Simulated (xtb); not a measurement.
Be(Br)(NH2) (BeBrH₂N), SMILES [NH2][Be][Br]. All values are semi-empirical tight-binding results from xtb (GFN2-xTB unless named), good for trends rather than for accurate numbers. The structure is a stationary point at GFN2-xTB. One conformer was computed; it need not be the lowest.

Optimised geometry:

```xyz
5

Be     0.0000     0.0000     1.1188
Br     0.0000     0.0000    -0.8363
N      0.0000     0.0000     2.6196
H      0.0000    -0.8009     3.2292
H      0.0000     0.8009     3.2292
```

For metal compounds this method's bond lengths and energies can be far off.

Problem. Estimate the properties. (Estimate from the structure and the level; the computed values follow.)

Solution. 
```yaml
point_group_as_xtb_finds_it: C2v
orbital_gap: 5.96 eV
zero_point_energy: 16.7 kcal/mol
G − E(el) at 298.15 K (modified RRHO): 0.1 kcal/mol
```

Problem. Give the atomic charges and the Wiberg bond orders between heavy atoms. (The exact figures need the calculation; the answer reports its results.)

Solution. charges (e) Be1 0.60, Br2 -0.40, N3 -0.53, H4 0.16, H5 0.16. Bond orders Be1–Br2 1.00, Be1–N3 1.21.
